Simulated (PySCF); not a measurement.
**Sn (tin, neutral) across methods**

[Kr] 4d10 5s2 5p1 5d1, one real determinant (an excited configuration). All numbers are calculated (PySCF 2.14, a scalar-relativistic core potential, in aug-cc-pVTZ-PP with one added diffuse shell each of d, f type with ECP28MDF (6s5p5d3f, 67 functions)).

| method | E (hartree) | mean ε 5s β (eV) | mean ε 5p α (eV) | mean ε 5d α (eV) | Σ⟨r²⟩ (bohr²) | ⟨S²⟩ |
| --- | --- | --- | --- | --- | --- | --- |
| PBE | -214.0641 | -13.397 | -6.746 | -1.033 | 108.9 | 2.001 |
| wB97X | -214.0881 | -17.229 | -10.042 | -1.739 | 123.1 | 2.002 |
| MN15 | -213.5894 | -15.073 | -8.042 | -0.958 | 104.3 | 2.002 |
| LDA | -213.7181 | -13.771 | -6.788 | -0.965 | 107.7 | 2.001 |
| CAM-B3LYP | -214.0384 | -15.957 | -9.048 | -1.514 | 115.9 | 2.002 |
| BHandHLYP | -213.9950 | -15.384 | -8.691 | -1.326 | 117.4 | 2.003 |
| PBE0 | -214.0675 | -14.368 | -7.827 | -1.258 | 112.6 | 2.003 |
| UHF | -213.14846 | -16.311 | -10.548 | -1.635 | 127.5 | 2.010 |

(1) Estimate the same row for r2SCAN.

⟨L²⟩ = 8.01 against 12 for a pure F term, so this real determinant mixes terms. Energies and moments cover only the electrons outside the core potential. The outer electron is Rydberg-like, and this basis confines it to a smaller radius and binds it less than a complete one would.

Results:

(1) E (hartree) = -214.1326; mean ε 5s β (eV) = -13.682; mean ε 5p α (eV) = -7.151; mean ε 5d α (eV) = -0.948; Σ⟨r²⟩ (bohr²) = 111.5; ⟨S²⟩ = 2.004.
